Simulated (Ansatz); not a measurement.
Reaction (redistribution): `F[CH2][GaH][SnH3]` + `CC(=O)[SiH3]` → `[CH3][GaH][CH2]F` + `O=[C]([SiH3])[SnH3]`

Computed with Ansatz on PBE0-D4/def2-TZVP structures; ΔE is electronic, products minus reactants. CCSD(T)/CBS is the MP2 limit (def2-TZVPP, def2-QZVPP) plus CCSD(T) − MP2 in def2-TZVPP, frozen cores. DFT in def2-TZVPP. Elements past krypton have def2 core potentials. For Ga, Sn outer-core shells are correlated without core-valence functions, which leaves a few kJ/mol of doubt a bond. Scalar relativity is left out up to krypton. One conformer a species, not always the lowest.

`F[CH2][GaH][SnH3]`:

Cartesian coordinates in Å:
```
F -1.987 1.052 0.054
C -0.826 1.756 0.363
Ga 0.791 0.596 0.241
Sn 0.453 -1.906 -0.443
H -0.752 2.606 -0.325
H -0.938 2.170 1.372
H 2.187 1.252 0.564
H 1.919 -2.785 -0.515
H -0.564 -2.714 0.670
H -0.283 -2.028 -1.981
```

`CC(=O)[SiH3]`:

```xyz
10

C    -1.199    0.151   -0.888
C    -0.148   -0.668   -0.197
O    -0.091   -1.871   -0.307
Si    1.191    0.174    0.922
H    -0.721    0.891   -1.537
H    -1.864   -0.488   -1.470
H    -1.772    0.716   -0.145
H     1.053   -0.393    2.286
H     1.031    1.653    0.976
H     2.521   -0.165    0.360
```

`[CH3][GaH][CH2]F`:

Cartesian coordinates in Å:
```
C 0.140 0.088 -1.724
Ga 0.451 -0.618 0.079
C -0.387 0.254 1.664
F -1.164 1.354 1.299
H 1.090 0.357 -2.194
H -0.321 -0.677 -2.355
H -0.506 0.966 -1.703
H 1.357 -1.880 0.349
H 0.371 0.600 2.376
H -1.032 -0.446 2.210
```

`O=[C]([SiH3])[SnH3]`:

Z-matrix (Å, degrees):
```
Si
C 1 1.931
H 1 1.487 2 106.3
H 1 1.484 2 112.5 3 -122.2
H 1 1.487 2 106.3 3 115.6
Sn 2 2.249 1 118.8 3 -57.3
O 2 1.201 1 123.4 3 122.7
H 6 1.706 2 108.1 1 119.3
H 6 1.706 2 108.1 1 -121.9
H 6 1.712 2 111.6 1 -1.2
```

CCSD(T)/CBS gives +76.2 kJ/mol.

Q: Another level gave +74.4 kJ/mol. Which?
A. PBE0-D4/def2-TZVPP
B. HF/def2-TZVPP
C. SCS-MP2/def2-TZVPP
D. ωB97M-V/def2-TZVPP

A: C. SCS-MP2/def2-TZVPP 74.4, HF/def2-TZVPP 93.7, ωB97M-V 78.6, PBE0-D4 83.0 kJ/mol.

Largest T1 diagnostic among the species: 0.016.

In def2-TZVPP, CCSD(T) changes the Hartree–Fock value by −19.7 kJ/mol (the triples alone add −3.9 kJ/mol) and MP2 by −19.7 kJ/mol. From PBE to PBE0 (25 % exact exchange), in def2-TZVPP and without D4, ΔE moves by +7.8 kJ/mol.
